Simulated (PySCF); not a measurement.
PySCF input file for Al(F)(OMe)(NH2) (CH5AlFNO), SMILES C[O][Al]([NH2])[F], r2SCAN-D4/def2-SVP. Geometry: r2SCAN-D4/def2-SVP. The structure was generated by enumeration; whether it is a known compound was not checked. The values are those of a single conformer.

```python
import numpy as np
from pyscf import gto, scf, dft, df
from pyscf.hessian import thermo

mol = gto.M(
    atom='''
    Al   -0.04225980   -0.50109051    0.00000000
    F    -1.68731007   -0.75534941   -0.00000000
    O     0.58261301    1.06391096   -0.00000000
    C     0.14936158    2.39025148    0.00000000
    H     0.53008686    2.92347945    0.89034041
    H    -0.95345788    2.48271988   -0.00000000
    H     0.53008687    2.92347944   -0.89034041
    N     1.03938510   -1.88430477    0.00000000
    H     0.74384273   -2.85423485   -0.00000000
    H     2.05184012   -1.82578577    0.00000000
    ''',
    basis='def2-SVP',
    charge=0,
    spin=0,
    max_memory=1600,
    verbose=3,
)
mf = dft.RKS(mol, xc='r2scan').density_fit(auxbasis='def2-universal-jkfit')
mf.disp = 'd4'
mf.grids.level = 4
mf.conv_tol = 1e-11
mf.max_cycle = 100
mf.kernel()

# analytic Hessian; the response equations are solved on a coarser grid
h, args, fine = mf.Hessian(), (mf.mo_energy, mf.mo_coeff, mf.mo_occ), mf.grids
h.max_memory = max(150, 2.5e-5 * df.make_auxmol(mol, mf.with_df.auxbasis).nao * mol.nelec[0] * (mol.nelec[0] + mol.nao))  # MB; small integral blocks
h1ao = h.make_h1(mf.mo_coeff, mf.mo_occ)
mf.grids = dft.Grids(mol).set(level=2).build(with_non0tab=True)
mo1, mo_e1 = h.solve_mo1(*args, h1ao)
mf.grids = fine
hess = h.hess_elec(*args, mo1, mo_e1, h1ao) + h.hess_nuc()
if mf.do_disp():
    hess += h.get_dispersion()
for i in range(mol.natm):  # the analytic DFT Hessian lacks the response of the grid: restore translational invariance
    hess[i, i] -= hess[i].sum(axis=0)
hess = (hess + hess.transpose(1, 0, 3, 2)) / 2
vib = thermo.harmonic_analysis(mol, hess, imaginary_freq=False)
thermo.dump_normal_mode(mol, vib)
th = thermo.thermo(mf, vib['freq_au'][vib['freq_au'] > 0], 298.15, 101325)
thermo.dump_thermo(mol, th)
g0 = mf.nuc_grad_method().set(verbose=0).kernel()

# dipole derivatives [dipole axis, atom, xyz] from the same response
r, irp = mol.intor('int1e_r'), mol.intor('int1e_irp').reshape(3, 3, mol.nao, mol.nao)
sl, dm0, ok = mol.aoslice_by_atom(), np.array(mf.make_rdm1()), []
dmu = np.einsum('a,xt->xat', mol.atom_charges(), np.eye(3))
for a, (_, _, p0, p1) in enumerate(sl):
    dmu[:, a] += 2 * np.einsum('xtij,ij->xt', irp[:, :, :, p0:p1], dm0.reshape(-1, mol.nao, mol.nao).sum(0)[:, p0:p1])
    for u, c, occ, f in [(mo1, mf.mo_coeff, mf.mo_occ, 4)]:
        dmu[:, a] -= f * np.einsum('tui,xuv,vi->xt', u[a], r, c[:, occ > 0], optimize=True)
L = vib['norm_mode']
ir = 974.8801 * (np.einsum('xat,kat->kx', dmu, L) ** 2).sum(1)       # km/mol
apt = np.einsum('xax->a', dmu) / 3
print('mode   freq/cm-1   IR/(km/mol)')
for k, w in enumerate(vib['freq_wavenumber']):
    print(f'{k + 1:4d} {w:11.2f} {ir[k]:13.3f}')
print('max |gradient| / (hartree/bohr):', abs(g0).max())
print('APT charges:', apt.round(4))
```

Log of the run:

```
converged SCF energy = -513.072116938758

WARN: MGGA Hessian is sensitive to dft grids. grids.level 4 may not be dense enough.


WARN: DFTD4 does not support analytical Hessian, using finite difference.


WARN: Mole.unit (angstrom) is changed to Bohr

Mode                                 0                   1                   2
Irrep
Freq [cm^-1]                       63.8366             81.9654             85.0152
Reduced mass [au]                   1.0418              3.6095              3.7366
Force const [Dyne/A]                0.0025              0.0143              0.0159
Char temp [K]                      91.8466            117.9300            122.3179
Normal mode                   x     y     z       x     y     z       x     y     z
       0  Al                 0.00  0.00 -0.00    0.04 -0.00  0.00    0.00  0.00  0.03
       1   F                 0.00  0.00 -0.03    0.03  0.11  0.00    0.00  0.00 -0.01
       2   O                 0.00 -0.00  0.01    0.08 -0.00 -0.00    0.00  0.00  0.17
       3   C                -0.00 -0.00  0.01   -0.15 -0.07 -0.00   -0.00 -0.00 -0.12
       4   H                 0.47  0.14 -0.27   -0.24 -0.01  0.00   -0.04  0.18 -0.21
       5   H                -0.00 -0.00  0.57   -0.16 -0.26 -0.00   -0.00 -0.00 -0.19
       6   H                -0.47 -0.14 -0.27   -0.24 -0.01 -0.00    0.04 -0.18 -0.21
       7   N                -0.00 -0.00  0.02   -0.03 -0.05 -0.00   -0.00 -0.00 -0.09
       8   H                -0.00 -0.00  0.01   -0.08 -0.04 -0.00   -0.00 -0.00 -0.14
       9   H                -0.00 -0.00  0.05   -0.02 -0.11 -0.00   -0.00 -0.00 -0.09
Mode                                 3                   4                   5
Irrep
Freq [cm^-1]                      190.9316            280.3516            281.5705
Reduced mass [au]                   3.2387             15.0475              9.0753
Force const [Dyne/A]                0.0696              0.6968              0.4239
Char temp [K]                     274.7081            403.3635            405.1173
Normal mode                   x     y     z       x     y     z       x     y     z
       0  Al                 0.05  0.04 -0.00   -0.00  0.00  0.16    0.04 -0.06  0.00
       1   F                 0.07 -0.08 -0.00   -0.00 -0.00 -0.08    0.02  0.11 -0.00
       2   O                -0.03  0.07 -0.00    0.00 -0.00 -0.09   -0.16 -0.00 -0.00
       3   C                -0.01  0.07  0.00    0.00 -0.00 -0.01    0.00  0.04  0.00
       4   H                -0.01  0.07  0.00    0.02 -0.04  0.01    0.07 -0.00 -0.00
       5   H                -0.01  0.09  0.00   -0.00 -0.00  0.02    0.01  0.17  0.00
       6   H                -0.01  0.07 -0.00   -0.02  0.04  0.01    0.07 -0.00  0.00
       7   N                -0.11 -0.09  0.00   -0.00  0.00 -0.08    0.05 -0.07 -0.00
       8   H                -0.35 -0.02 -0.00   -0.00  0.00 -0.12    0.05 -0.07 -0.00
       9   H                -0.09 -0.34  0.00   -0.00  0.00 -0.05    0.05 -0.07 -0.00
Mode                                 6                   7                   8
Irrep
Freq [cm^-1]                      353.8926            368.9471            613.4544
Reduced mass [au]                   1.0403              1.1833              3.6204
Force const [Dyne/A]                0.0768              0.0949              0.8027
Char temp [K]                     509.1726            530.8327            882.6242
Normal mode                   x     y     z       x     y     z       x     y     z
       0  Al                -0.00 -0.00 -0.01    0.00 -0.00 -0.00   -0.01 -0.04  0.00
       1   F                -0.00  0.00  0.02   -0.00  0.00  0.01   -0.08 -0.02 -0.00
       2   O                 0.00 -0.00 -0.01   -0.00  0.00 -0.00    0.08  0.08  0.00
       3   C                 0.00 -0.00 -0.01    0.00 -0.00  0.00   -0.02  0.12 -0.00
       4   H                -0.00 -0.00 -0.01   -0.00 -0.00  0.00   -0.05  0.14  0.00
       5   H                 0.00 -0.00 -0.01   -0.00  0.00  0.00   -0.02  0.05  0.00
       6   H                 0.00  0.00 -0.01    0.00  0.00  0.00   -0.05  0.14 -0.00
       7   N                 0.00  0.00  0.04    0.00 -0.00 -0.11    0.03 -0.12  0.00
       8   H                -0.00  0.00 -0.87    0.00 -0.00  0.38    0.32 -0.21 -0.00
       9   H                 0.00  0.00  0.46   -0.00  0.00  0.83    0.02  0.17 -0.00
Mode                                 9                  10                  11
Irrep
Freq [cm^-1]                      653.4327            869.4996            929.8879
Reduced mass [au]                   1.6863              7.7979             10.3115
Force const [Dyne/A]                0.4242              3.4735              5.2533
Char temp [K]                     940.1441           1251.0164           1337.9017
Normal mode                   x     y     z       x     y     z       x     y     z
       0  Al                -0.01 -0.01 -0.00   -0.05 -0.12 -0.00   -0.13  0.05  0.00
       1   F                -0.09 -0.00 -0.00    0.09  0.02 -0.00    0.11  0.02 -0.00
       2   O                 0.03  0.02 -0.00    0.05  0.01 -0.00    0.01 -0.00  0.00
       3   C                -0.00  0.02  0.00   -0.01  0.09  0.00   -0.00 -0.00 -0.00
       4   H                -0.01  0.03 -0.00   -0.04  0.11 -0.00   -0.00 -0.00 -0.00
       5   H                -0.00 -0.00  0.00   -0.02  0.06  0.00   -0.00  0.00  0.00
       6   H                -0.01  0.03  0.00   -0.04  0.11  0.00   -0.00 -0.00  0.00
       7   N                 0.13  0.02 -0.00   -0.04  0.09 -0.00    0.08 -0.09  0.00
       8   H                -0.43  0.18  0.00   -0.17  0.13  0.00    0.07 -0.09 -0.00
       9   H                 0.15 -0.57 -0.00   -0.04 -0.01  0.00    0.09 -0.17 -0.00
Mode                                12                  13                  14
Irrep
Freq [cm^-1]                     1182.0411           1189.0203           1253.4085
Reduced mass [au]                   1.4087              1.2857              7.0922
Force const [Dyne/A]                1.1596              1.0709              6.5647
Char temp [K]                    1700.6940           1710.7355           1803.3757
Normal mode                   x     y     z       x     y     z       x     y     z
       0  Al                 0.01  0.01 -0.00    0.00  0.00  0.00    0.01  0.04 -0.00
       1   F                -0.00 -0.00  0.00   -0.00 -0.00 -0.00   -0.00 -0.00  0.00
       2   O                 0.06 -0.05 -0.00    0.00 -0.00  0.05   -0.00 -0.19 -0.00
       3   C                -0.13  0.02  0.00   -0.00  0.00 -0.13   -0.01  0.16  0.00
       4   H                 0.32 -0.20 -0.07    0.08 -0.55  0.16   -0.12  0.10  0.06
       5   H                -0.08  0.62 -0.00   -0.00  0.00  0.31   -0.02 -0.15 -0.00
       6   H                 0.32 -0.20  0.07   -0.08  0.55  0.16   -0.12  0.10 -0.06
       7   N                 0.00  0.00  0.00    0.00  0.00 -0.00    0.00 -0.00 -0.00
       8   H                 0.00 -0.00  0.00    0.00  0.00 -0.01    0.01 -0.00  0.00
       9   H                 0.00 -0.00 -0.00    0.00 -0.00  0.00    0.00 -0.01  0.00
Mode                                15                  16                  17
Irrep
Freq [cm^-1]                     1475.5458           1479.5964           1484.1983
Reduced mass [au]                   1.0389              1.0460              1.1280
Force const [Dyne/A]                1.3327              1.3491              1.4640
Char temp [K]                    2122.9819           2128.8098           2135.4309
Normal mode                   x     y     z       x     y     z       x     y     z
       0  Al                -0.00 -0.00 -0.00   -0.00 -0.00 -0.00    0.01  0.01  0.00
       1   F                 0.00 -0.00 -0.00    0.00  0.00 -0.00   -0.00 -0.00 -0.00
       2   O                -0.00 -0.00 -0.01    0.01  0.02 -0.00    0.01 -0.03 -0.00
       3   C                -0.00 -0.00 -0.05    0.04  0.03 -0.00    0.04 -0.08 -0.00
       4   H                -0.45  0.21  0.05   -0.32 -0.42  0.40   -0.34  0.34 -0.08
       5   H                -0.00 -0.00  0.69    0.03  0.25  0.00    0.07  0.63  0.00
       6   H                 0.45 -0.21  0.05   -0.32 -0.42 -0.40   -0.34  0.34  0.08
       7   N                 0.00 -0.00  0.00   -0.00  0.00 -0.00   -0.00 -0.00  0.00
       8   H                -0.00  0.00  0.00   -0.00  0.00  0.00    0.02 -0.01 -0.00
       9   H                 0.00  0.00 -0.00   -0.00  0.00 -0.00    0.00 -0.01 -0.00
Mode                                18                  19                  20
Irrep
Freq [cm^-1]                     1521.9584           2979.1842           3062.5078
Reduced mass [au]                   1.1200              1.0315              1.1055
Force const [Dyne/A]                1.5285              5.3938              6.1091
Char temp [K]                    2189.7592           4286.3827           4406.2668
Normal mode                   x     y     z       x     y     z       x     y     z
       0  Al                -0.00  0.01 -0.00   -0.00 -0.00  0.00    0.00 -0.00 -0.00
       1   F                 0.00  0.00 -0.00    0.00  0.00  0.00   -0.00  0.00  0.00
       2   O                -0.00 -0.00  0.00   -0.00  0.00  0.00   -0.00  0.00  0.00
       3   C                 0.00 -0.00  0.00   -0.02  0.04 -0.00    0.08  0.03 -0.00
       4   H                -0.01  0.01 -0.00   -0.19 -0.24 -0.42   -0.14 -0.20 -0.37
       5   H                 0.00  0.01 -0.00    0.65 -0.04 -0.00   -0.70  0.04 -0.00
       6   H                -0.01  0.01  0.00   -0.19 -0.24  0.42   -0.14 -0.20  0.37
       7   N                 0.05 -0.07 -0.00    0.00  0.00 -0.00   -0.00  0.00 -0.00
       8   H                -0.65  0.16  0.00   -0.00  0.00  0.00    0.00  0.00  0.00
       9   H                -0.01  0.66 -0.00   -0.00 -0.00  0.00   -0.00  0.00 -0.00
Mode                                21                  22                  23
Irrep
Freq [cm^-1]                     3069.5995           3602.6147           3696.4580
Reduced mass [au]                   1.1058              1.0517              1.0946
Force const [Dyne/A]                6.1387              8.0426              8.8122
Char temp [K]                    4416.4703           5183.3604           5318.3800
Normal mode                   x     y     z       x     y     z       x     y     z
       0  Al                -0.00 -0.00  0.00   -0.00  0.00 -0.00   -0.00 -0.00  0.00
       1   F                 0.00 -0.00 -0.00   -0.00  0.00  0.00    0.00 -0.00 -0.00
       2   O                -0.00  0.00 -0.00    0.00  0.00 -0.00   -0.00  0.00  0.00
       3   C                 0.00  0.00  0.09    0.00 -0.00  0.00    0.00  0.00  0.00
       4   H                -0.25 -0.31 -0.54    0.00  0.00  0.00   -0.00 -0.00 -0.00
       5   H                -0.00  0.00  0.02   -0.00  0.00  0.00   -0.00 -0.00 -0.00
       6   H                 0.25  0.31 -0.54    0.00  0.00 -0.00   -0.00 -0.00  0.00
       7   N                -0.00  0.00 -0.00    0.04 -0.04  0.00   -0.06 -0.05  0.00
       8   H                -0.00 -0.00  0.00    0.22  0.65 -0.00    0.19  0.65 -0.00
       9   H                 0.00 -0.00  0.00   -0.69 -0.06  0.00    0.66  0.03 -0.00
temperature 298.1500 [K]
pressure 101325.00 [Pa]
Rotational constants [GHz] 6.14260 2.64890 1.87270
Symmetry number 1
Zero-point energy (ZPE) 0.07010 [Eh]   184038.999 [J/mol]
                           tot       elec      trans        rot        vib
Entropy [J/mol/K]       363.856      0.000    165.280    111.958     86.619
Cv [J/mol/K]            100.701      0.000     12.472     12.472     75.758
Cp [J/mol/K]            109.015      0.000     20.786     12.472     75.758
Internal energy [J/mol]                      3718.434   3718.434 197075.761
Internal energy [Eh]   -512.99422  -513.07212
Enthalpy [J/mol]                             6197.391   3718.434 197075.761
Enthalpy [Eh]          -512.99328
Gibbs free energy [J/mol]                  -43080.826 -29661.803 171250.432
Gibbs free energy [Eh] -513.03460
mode   freq/cm-1   IR/(km/mol)
   1       63.84         0.010
   2       81.97         7.916
   3       85.02         4.081
   4      190.93         5.614
   5      280.35        81.338
   6      281.57        33.550
   7      353.89        22.704
   8      368.95       145.663
   9      613.45         2.723
  10      653.43        43.070
  11      869.50       130.205
  12      929.89       145.750
  13     1182.04        37.417
  14     1189.02         0.094
  15     1253.41       374.998
  16     1475.55         1.508
  17     1479.60         2.211
  18     1484.20        15.535
  19     1521.96        51.444
  20     2979.18       110.445
  21     3062.51        51.384
  22     3069.60        47.985
  23     3602.61        37.621
  24     3696.46        40.168
max |gradient| / (hartree/bohr): 0.00022713648282737906
APT charges: [ 1.6856 -0.6308 -1.0399  0.6659 -0.0729 -0.0703 -0.0729 -0.8462  0.1931
  0.1916]
```

Self-consistency was reached.
